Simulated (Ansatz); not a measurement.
HFSi, charge +1, doublet, at a GFN2-xTB geometry (a state made from the parent by changing its charge; the spin is typed, not shown lowest); B3LYP5/6-31G** (Ansatz, an electronic-structure program).

The Ansatz input:
Ansatz 0.2 input:
```yaml
crystal:
  periodic: [false, false, false]
  atoms:
    - {symbol: Si, position_ang: [-0.27091864, -0.35672587, 0.33708443]}
    - {symbol: H, position_ang: [-1.03666430, -1.36504615, -0.39612972]}
    - {symbol: F, position_ang: [0.53661392, 0.70657870, -0.48033915]}
basis:
  gaussian:
    orbitals: 6-31G__.json
hamiltonian:
  xc: b3lyp5
total_charge: 1
magnetization: {spin_polarized: true, initial_magnetization: 1}
accuracy: high
```
The basis file holds 6-31G** in the JSON format of the Basis Set Exchange.

**Question.** Predict the main parts of the log of this Ansatz run.

**Answer.** 
```
Functional definition: B3LYP5
706 factors; integrals over basis functions are off by at most 3.3e-9 eV
mean field evaluation 1: about -10586.4978 eV, gradient 6.1e1 eV
mean field evaluation 2: about -10453.5980 eV, gradient 1.7e2 eV
mean field evaluation 4: about -10598.6376 eV, gradient 1.9e0 eV
mean field evaluation 8: about -10598.6902 eV, gradient 1.3e-1 eV
mean field evaluation 16: about -10598.6903 eV, gradient 1.1e-4 eV
mean field -10598.69029268 eV, -389.4946842058 hartree, gradient 8.8e-8 eV, S^2 0.753658; 0 other end points of the search recorded, 0 dependent functions left out
reference -10598.69031987 eV, -389.4946852048 hartree; 12, 11 occupied and 27, 28 virtual orbitals, 706 factors
Total energy: -10598.69031987 eV, -389.4946852048 hartree
```
